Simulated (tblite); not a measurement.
C4H12BGeN.
Bonds: B1–N2, N2–C3, N2–Ge4, Ge4–C5, C5–C6, C6–C7 (double). Hydrogens: H8, H9 on B1; H10, H11, H12 on C3; H13, H14 on Ge4; H15, H16 on C5; H17 on C6; H18, H19 on C7.

Computed with GFN2-xTB (tblite), gas phase: L-BFGS steps from a force-field or distance-geometry start until the largest atomic force falls under 0.01 eV/Å.

Geometry at step 19:
```
atom  x, y, z in Å
B1     -2.3761    0.2436   -1.1412
N2     -1.4050   -0.1758   -0.2343
C3     -1.4087   -1.5669    0.2056
Ge4    -0.4837    1.0613    0.8363
C5      1.3635    0.4747    1.3928
C6      2.3720    0.6429    0.3062
C7      2.4804   -0.1716   -0.7328
H8     -3.3817   -0.4280   -1.3167
H9     -2.1468    1.2676   -1.7075
H10    -1.5690   -2.2102   -0.6596
H11    -0.4353   -1.8418    0.6324
H12    -2.1838   -1.7389    0.9517
H13    -0.5753    2.3299    0.0470
H14    -1.3413    1.1694    2.0755
H15     1.3359   -0.5726    1.6958
H16     1.6639    1.0371    2.2670
H17     3.0191    1.5137    0.3737
H18     1.8693   -1.0620   -0.8318
H19     3.1928    0.0369   -1.5198
```

Q: Give the atomic forces at this geometry.

A: 
```
atom  Fx (eV/Å)  Fy (eV/Å)  Fz (eV/Å)
  B1     -0.424      0.025     -0.324
  N2      0.143     -0.037      0.187
  C3      0.243      0.108      0.023
 Ge4      0.026     -0.401     -0.277
  C5      0.161     -0.182     -0.224
  C6     -0.065      0.036     -0.205
  C7      0.071      0.085     -0.006
  H8      0.922      0.456     -0.108
  H9     -0.413     -0.272      0.284
 H10     -0.142     -0.039      0.113
 H11     -0.141      0.114      0.039
 H12     -0.046     -0.144      0.047
 H13      0.093      0.083      0.038
 H14     -0.042      0.069      0.169
 H15     -0.190     -0.077     -0.026
 H16     -0.058      0.235      0.192
 H17     -0.153     -0.076     -0.014
 H18      0.107      0.212     -0.019
 H19     -0.090     -0.194      0.111
```

The largest, 1.03 eV/Å, acts on H8; the rms over all components is 0.215 eV/Å. The forces sum to zero within rounding, as they must for an isolated molecule in no field.

Q: Give the force on H8 in Eh/bohr and in nN.

A: 1.034 eV/Å ÷ 51.422 = 0.02011 Eh/bohr, and 1.034 eV/Å × 1.602 = 1.66 nN.

Q: How far is this geometry from the end of the optimisation?

A: 0.329 eV above it, and 0.553 Å rms away after alignment. The bonds farthest from their final lengths, with half the difference of the two atoms' forces along the bond (positive lengthens):

```json
{"bond": "B1–H8", "now (Å)": "1.222", "final (Å)": "1.173", "force along bond (eV/Å)": "-0.69"}
{"bond": "N2–Ge4", "now (Å)": "1.878", "final (Å)": "1.854", "force along bond (eV/Å)": "-0.28"}
{"bond": "B1–H9", "now (Å)": "1.192", "final (Å)": "1.173", "force along bond (eV/Å)": "-0.27"}
{"bond": "Ge4–C5", "now (Å)": "2.016", "final (Å)": "2.002", "force along bond (eV/Å)": "+0.04"}
{"bond": "Ge4–H14", "now (Å)": "1.511", "final (Å)": "1.521", "force along bond (eV/Å)": "+0.22"}
{"bond": "C5–H16", "now (Å)": "1.082", "final (Å)": "1.091", "force along bond (eV/Å)": "+0.25"}
```

The angle farthest from its final value is N2–Ge4–C5, 114.5° against 110.0°.

Of the 5 listed bonds off by 0.010 Å or more, this force points towards the final length in 4.

The cost below is that of the whole relaxation. Hardware: Intel Xeon at 2.70 GHz, one thread, no GPU, shared host with 64 logical CPUs at a one-minute load of 61. Cost: 2.1 s.
